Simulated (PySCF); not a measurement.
A side-by-side comparison of computed properties.

First species: C7H12O3.
Numbering: `[CH2:1]=[CH:2][CH2:3][O:4][C@H:5]([CH3:6])[C:7](=[O:8])[O:9][CH3:10]` (hydrogens: H11, H12 on C1; H13 on C2; H14, H15 on C3; H16 on C5; H17, H18, H19 on C6; H20, H21, H22 on C10)

Second species: C6H9O3P.
SMILES: `CC[P@@](=O)(O)c1ccoc1`

Levels: PBE0/pcSseg-1 for HOMO energy, LUMO energy and HOMO–LUMO gap. Geometries: GFN2-xTB. Each structure is a single optimised conformer of the isolated species, non-relativistic unless stated; the electronic structure was computed with PySCF and density fitting.

Dipoles, sizes and rotational constants follow the conformer. The torsions of the flexible species, by atom-mapped SMILES:
- `[CH3:1][CH2:2][P@@:3](=[O:4])([OH:5])[c:6]1[cH:7][cH:8][o:9][cH:10]1`: C1–C2–P3–O4 -50°, C2–P3–C6–C7 -65°, H–O5–P3–C2 -138°

The conformers of `C=CCO[C@H](C)C(=O)OC` aren't listed.

```tsv
property	column X	column Y
HOMO energy	-7.12 eV	-7.46 eV
LUMO energy	-0.22 eV	0.05 eV
HOMO–LUMO gap	6.90 eV	7.51 eV
```

Q: Which column belongs to which species?

A: Column X is the second species and column Y the first. The first has 22 atoms and 78 electrons, the second 19 and 84.

Q: How does each property change from the first species to the second?

A: HOMO energy +0.34 eV; LUMO energy -0.27 eV; HOMO–LUMO gap -0.61 eV.

